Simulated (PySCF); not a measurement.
GeH6SiTe. Atoms are numbered in the order given.

```xyz
9

Te     0.4308    -0.2991     0.8231
Si    -0.0172    -2.1170    -0.8641
H      0.4949    -3.3968    -0.2654
H      0.6985    -1.8409    -2.1585
H     -1.4897    -2.2437    -1.1464
Ge    -0.6076     1.4744    -0.7499
H     -0.4968     2.8336    -0.0151
H      0.1743     1.5221    -2.0890
H     -2.0954     1.1353    -1.0300
```
Charge 0, spin multiplicity 1.

Geometry optimised at PBE-D3(BJ)/def2-SVP. This is a generated structure with no PubChem entry under its InChIKey; it may be hypothetical. The def2 effective core potentials stand for the cores of Te; spin–orbit coupling is left out.

The numbers are results of TDDFT-M06-2X/def2-SVPD in PySCF, not measurements.

Vertical excitations. The molecule is in vacuum.

```
state  energy (eV)  λ (nm)      f                                                                 main pairs
-----  -----------  ------  -----  -------------------------------------------------------------------------
S1            4.09     303  0.000                                                             HOMO→LUMO 92 %
S2            4.66     266  0.021                                                           HOMO→LUMO+1 93 %
S3            5.53     224  0.001                                         HOMO→LUMO+3 74 %, HOMO→LUMO+2 15 %
S4            5.89     211  0.022                                         HOMO→LUMO+2 79 %, HOMO→LUMO+3 18 %
S5            6.00     207  0.010                                         HOMO→LUMO+7 50 %, HOMO−1→LUMO 43 %
S6            6.43     193  0.020                                       HOMO−2→LUMO 49 %, HOMO−1→LUMO+1 34 %
S7            6.47     192  0.001                                                           HOMO→LUMO+6 81 %
S8            6.49     191  0.016                                                           HOMO→LUMO+5 80 %
S9            6.53     190  0.128                                                           HOMO→LUMO+4 77 %
S10           6.53     190  0.055  HOMO→LUMO+7 31 %, HOMO−1→LUMO 24 %, HOMO−2→LUMO+1 22 %, HOMO−1→LUMO+1 9 %
T1            3.82     324      0                                                             HOMO→LUMO 91 %
T2            4.28     289      0                                                           HOMO→LUMO+1 90 %
T3            5.13     242      0                                         HOMO−1→LUMO 70 %, HOMO−2→LUMO 11 %
T4            5.45     227      0                                                           HOMO→LUMO+3 84 %
```
Triplets are in the Tamm–Dancoff approximation, which puts them higher than full response would, so one can lie above its singlet here.
